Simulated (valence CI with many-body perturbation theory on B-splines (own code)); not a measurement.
## From CI to CI+MBPT in As

Computed by relativistic CI+MBPT: five valence electrons over a frozen Dirac-Fock core [Ar] 3d10, a basis of 9 s, 9 p, 8 d, 6 f, 3 g, 1 h functions for each j, with the one-electron correlation potential Σ1, the two-electron term Σ2, the three-electron term Σ3, Breit, model QED; selected CI, second order for the rest, scaled by the run's own slope (own B-spline code, finite nucleus).

Against 11 measured levels this calculation errs by 93 cm⁻¹ on average and by 134 at most. These come from a selection out of the NIST Handbook of Basic Atomic Spectroscopic Data. Levels without a partner in it may be off by more. Among the levels kept, up to 1700 cm⁻¹ of a level comes from second order outside the variational space, and about a tenth of that is noise between levels of different J, which matters for small intervals.

Each rung adds one term. CI alone is the Dirac-Coulomb CI over the frozen core; QED comes last and gives the full result, which names the levels. Energies are above 4s2.4p3 4S°_3/2 on the same rung, in cm⁻¹. A blank means that the level has no clear partner on that rung.

Names give the largest LS component (configuration and term), which can be under half, so a name can repeat, a term be missing and a line seem to break the LS rules; names also repeat where a configuration has a term twice.

```csv
Level,CI alone
4s2.4p3 2D°_3/2,10649
4s2.4p3 2D°_5/2,10950
4s2.4p3 2P°_1/2,18136
4s2.4p3 2P°_3/2,18532
4s2.4p2.5s 4P_1/2,49850
4s2.4p2.5s 4P_3/2,50708
4s2.4p2.5s 4P_5/2,51922
4s2.4p2.5s 2P_1/2,52312
4s2.4p2.5s 2P_3/2,53701
4s2.4p2.5p 2S°_1/2,59151
4s2.4p2.5p 4D°_1/2,59770
4s2.4p2.5p 4D°_3/2,59891
4s2.4p2.5s 2D_5/2,59907
4s2.4p2.5s 2D_3/2,59922
4s2.4p2.5p 4D°_5/2,60657
4s2.4p2.5p 4P°_1/2,61360
```

Q: What do these energies become with core correlation, Breit and QED?

A: 4s2.4p3 2D°_3/2 10631 (-18); 4s2.4p3 2D°_5/2 10961 (+11); 4s2.4p3 2P°_1/2 18236 (+100); 4s2.4p3 2P°_3/2 18684 (+152); 4s2.4p2.5s 4P_1/2 50560 (+710); 4s2.4p2.5s 4P_3/2 51484 (+776); 4s2.4p2.5s 4P_5/2 52767 (+845); 4s2.4p2.5s 2P_1/2 53006 (+694); 4s2.4p2.5s 2P_3/2 54474 (+773); 4s2.4p2.5p 2S°_1/2 59964 (+814); 4s2.4p2.5p 4D°_1/2 60608 (+839); 4s2.4p2.5p 4D°_3/2 60686 (+795); 4s2.4p2.5s 2D_5/2 60714 (+807); 4s2.4p2.5s 2D_3/2 60732 (+810); 4s2.4p2.5p 4D°_5/2 61509 (+853); 4s2.4p2.5p 4P°_1/2 62208 (+848).

Q: How does the ionisation energy move along the ladder, and which term matters most?

A: CI alone 9.6514, + Σ1 9.8978, + Σ2 9.7565, + Σ3 9.7531, + Breit 9.7561, + QED 9.7579 eV. The largest step is Σ1, 0.2465 eV. NIST lists 9.78855 eV (measured), further off than its uncertainty and the later steps.
